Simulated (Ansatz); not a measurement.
Isolated molecules relaxed with PBE0-D4/def2-TZVP in Ansatz; ΔE leaves out vibrations. CBS: MP2 limit from def2 TZ/QZ plus the TZ coupled-cluster correction, frozen cores. This one scheme is used for every species. Functionals use def2-TZVPP. For Ga outer-core shells are correlated without core-valence functions, which leaves a few kJ/mol of doubt a bond. Scalar relativity is left out up to krypton. One conformer a species, not always the lowest.

`N[SiH2][GaH2]` + `C=N` → `C=N[SiH2]N` + `[GaH3]`  (cleavage of the Si–Ga bond)

`N[SiH2][GaH2]`:

Cartesian coordinates in Å:
```
N 0.128 -1.536 0.628
Si -0.401 -0.392 -0.553
Ga 0.207 1.828 0.162
H 1.021 -1.405 1.075
H -0.074 -2.517 0.514
H -1.879 -0.536 -0.695
H 0.142 -0.607 -1.936
H 1.307 2.052 1.271
H -0.451 3.113 -0.466
```

`C=N`:

Cartesian coordinates in Å:
```
C 0.179 -0.203 -0.281
N -0.764 -0.009 0.533
H 1.050 0.452 -0.400
H 0.146 -1.084 -0.925
H -0.611 0.844 1.072
```

`C=N[SiH2]N`:

Cartesian coordinates in Å:
```
C -0.321 -0.340 -1.944
N 0.053 0.457 -1.047
Si 0.578 -0.066 0.538
N -0.301 0.629 1.827
H -0.641 0.032 -2.926
H -0.357 -1.436 -1.822
H 0.434 -1.548 0.647
H 1.992 0.363 0.653
H -0.209 1.610 2.033
H -1.229 0.300 2.041
```

`[GaH3]`:

Z-matrix (Å, degrees):
```
Ga
H 1 1.568
H 1 1.568 2 120.0
H 1 1.568 2 120.0 3 -179.9
```

Question: Is it downhill or uphill in electronic energy at CCSD(T)/CBS, and by how much? (An estimate is asked.)

Answer: The calculation gave: Downhill: ΔE = -0.38 eV.

Question: What do these levels give: PBE0-D4, PBE, r2SCANh, LC-ωPBE, CCSD/def2-SVP, HF/def2-QZVPP? (Estimate.)

Answer: Computed: PBE0-D4 -0.30, PBE -0.25, r2SCANh -0.39, LC-ωPBE -0.37, CCSD/def2-SVP -0.35, HF/def2-QZVPP -0.58 eV.

Largest T1 diagnostic among the species: 0.013.

Leaving LDA and LC-ωPBE aside and taking each functional with its dispersion term where it has one, the values, not all of them listed here, spread over 0.21 eV, from CAM-B3LYP-D4 to PBE-D4. LDA lies −0.09 eV from PBE without D4. From BLYP to BHLYP (50 % exact exchange), in def2-TZVPP and without D4, ΔE moves by −0.12 eV. In def2-TZVPP, CCSD(T) changes the Hartree–Fock value by +0.17 eV (the triples alone add +0.01 eV) and MP2 by +0.08 eV.
